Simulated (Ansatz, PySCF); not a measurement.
C2H10OSi3, SMILES [SiH3][C@H]1C[Si@H]([SiH2]1)O. Atoms are numbered in the order given.

```xyz
16

O      2.8180     1.4086     0.2714
Si     1.6308     0.4282    -0.3783
C     -0.1594     1.0647    -0.6197
C     -0.8751    -0.3292    -0.5292
Si    -2.6995    -0.2642    -0.0714
Si     0.3428    -1.2188     0.6791
H      2.6904     1.7114     1.1780
H      2.1903    -0.0412    -1.6758
H     -0.3865     1.6289    -1.5386
H     -0.4512     1.7010     0.2350
H     -0.7855    -0.8541    -1.4978
H     -3.2694    -1.6412     0.0355
H     -3.4939     0.4972    -1.0840
H     -2.8494     0.4198     1.2483
H      0.4861    -2.6971     0.5309
H     -0.0141    -0.9128     2.0994
```

Geometry: B3LYP-D3(BJ)/def2-SVP. The structure was generated by enumeration; whether it is a known compound was not checked. Other conformers were not sampled.

Two levels are set side by side: PBE-D3(BJ)/def2-SVP (Ansatz, an electronic-structure program) and B3LYP-D3(BJ)/def2-SVP (Ansatz). Each level has its own optimised geometry; the coordinates shown are those of the second. Frequencies come from the Hessian of PySCF at each geometry. Differences are taken from unrounded values.

| quantity | B3LYP-D3(BJ) |
|---|---|
| mean bond length (Å) | 1.534 |
| bond O1–Si2 (Å) | 1.671 |
| bond Si2–C3 (Å) | 1.915 |
| bond Si2–Si6 (Å) | 2.343 |
| bond C3–C4 (Å) | 1.570 |
| bond C4–Si5 (Å) | 1.882 |
| bond C4–Si6 (Å) | 1.932 |
| bond O1–H7 (Å) | 0.964 |
| bond Si2–H8 (Å) | 1.489 |
| bond C3–H9 (Å) | 1.102 |
| bond C3–H10 (Å) | 1.105 |
| bond C4–H11 (Å) | 1.105 |
| bond Si5–H12 (Å) | 1.494 |
| bond Si5–H13 (Å) | 1.495 |
| bond Si5–H14 (Å) | 1.494 |
| bond Si6–H15 (Å) | 1.493 |
| bond Si6–H16 (Å) | 1.496 |
| highest harmonic wavenumber (cm⁻¹) | 3874 |
| mean harmonic wavenumber (cm⁻¹) | 1145 |
| zero-point energy (kcal/mol) | 68.76 |

Task: What does PBE-D3(BJ) give, and how far is it from B3LYP-D3(BJ)? (An estimate is asked for; the answer gives what the named calculation found.)

Result: 
| quantity | PBE-D3(BJ) | PBE-D3(BJ) minus B3LYP-D3(BJ) |
|---|---|---|
| mean bond length (Å) | 1.544 | 0.009 |
| bond O1–Si2 (Å) | 1.685 | 0.014 |
| bond Si2–C3 (Å) | 1.923 | 0.008 |
| bond Si2–Si6 (Å) | 2.346 | 0.003 |
| bond C3–C4 (Å) | 1.566 | -0.003 |
| bond C4–Si5 (Å) | 1.890 | 0.008 |
| bond C4–Si6 (Å) | 1.940 | 0.007 |
| bond O1–H7 (Å) | 0.973 | 0.009 |
| bond Si2–H8 (Å) | 1.503 | 0.014 |
| bond C3–H9 (Å) | 1.110 | 0.008 |
| bond C3–H10 (Å) | 1.112 | 0.008 |
| bond C4–H11 (Å) | 1.114 | 0.008 |
| bond Si5–H12 (Å) | 1.507 | 0.013 |
| bond Si5–H13 (Å) | 1.509 | 0.013 |
| bond Si5–H14 (Å) | 1.507 | 0.013 |
| bond Si6–H15 (Å) | 1.506 | 0.014 |
| bond Si6–H16 (Å) | 1.510 | 0.014 |
| highest harmonic wavenumber (cm⁻¹) | 3763 | -110 |
| mean harmonic wavenumber (cm⁻¹) | 1112 | -33 |
| zero-point energy (kcal/mol) | 66.75 | -2.01 |

Exact exchange shortens and stiffens bonds; PBE has none. Differences between two approximate levels are no errors against the true value.
